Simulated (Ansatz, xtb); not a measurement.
Relative energy of two isomers of C3H5Be

Structure I is `[Be]/[CH]=C/C`, a doublet and structure II is `[Be]/[CH]=C\C`, a doublet. Both are isolated molecules in the gas phase, relaxed with PBE0-D3(BJ)/def2-SVP.

I (Å):

```xyz
9

C     0.4023    0.4207   -0.3926
C     1.1170   -0.8377   -0.7585
C     1.6032   -1.1590   -1.9760
Be    2.3913   -2.6176   -2.2506
H    -0.6063    0.2010   -0.0029
H     0.9337    0.9545    0.4137
H     0.3038    1.0980   -1.2534
H     1.2396   -1.5482    0.0742
H     1.4473   -0.4048   -2.7651
```

II (Å):

```yaml
atoms:
  - { symbol: C, position_ang: [0.2122, 0.7300, -1.2225] }
  - { symbol: C, position_ang: [1.1953, 0.0213, -0.6305] }
  - { symbol: C, position_ang: [1.5048, -1.4191, -0.8758] }
  - { symbol: Be, position_ang: [-0.8515, 0.0895, -2.3622] }
  - { symbol: H, position_ang: [0.1387, 1.7840, -0.9117] }
  - { symbol: H, position_ang: [1.8525, 0.5088, 0.1066] }
  - { symbol: H, position_ang: [0.8261, -1.8703, -1.6183] }
  - { symbol: H, position_ang: [1.4289, -2.0049, 0.0558] }
  - { symbol: H, position_ang: [2.5391, -1.5459, -1.2378] }
```

Estimate which is lower in electronic energy at CCSD(T)/def2-SVP, and by roughly how much.

Too close to call at this level: CCSD(T)/def2-SVP gives E(II) − E(I) = +0.81 kcal/mol.

How the difference moves with the method:

```
               level              geometry  E(II) − E(I) (kcal/mol)  departure from the last row (kcal/mol)  job, with rough time for the two
PBE0-D3(BJ)/def2-SVP  PBE0-D3(BJ)/def2-SVP                     +0.30                                   −0.51                optimisation, 71 s
         HF/def2-SVP  PBE0-D3(BJ)/def2-SVP                     +0.92                                   +0.11           part of the CCSD(T) run
        MP2/def2-SVP  PBE0-D3(BJ)/def2-SVP                     +1.23                                   +0.43           part of the CCSD(T) run
    CCSD(T)/def2-SVP  PBE0-D3(BJ)/def2-SVP                     +0.81                                                        single point, 28 s
```

As drawn, both hold the same kinds of bond in the same numbers.

The largest departure from CCSD(T)/def2-SVP is that of PBE0-D3(BJ)/def2-SVP, 0.51 kcal/mol. Levels run at GFN2-xTB geometries aren't shown. MP2 in a larger basis moves the difference by −0.1 kcal/mol, a step that isn't added because spin contamination makes open-shell MP2 unreliable in this search.

With harmonic frequencies from PBE0-D3(BJ)/def2-SVP (ideal gas, rigid rotor, one conformer each, 298.15 K, 1 atm): on the last row, ΔE + ΔZPE = +0.87, ΔH = +0.77, ΔG = +0.89 kcal/mol.

Open shells are spin-unrestricted. The correlated steps freeze 3 core orbitals; the last core shell of Be is correlated, in a basis made for valence electrons. Run with Ansatz 0.2.0; the last row on 1 thread of Intel(R) Xeon(R) Platinum 8375C CPU @ 2.90GHz (Ice Lake) on a shared host.
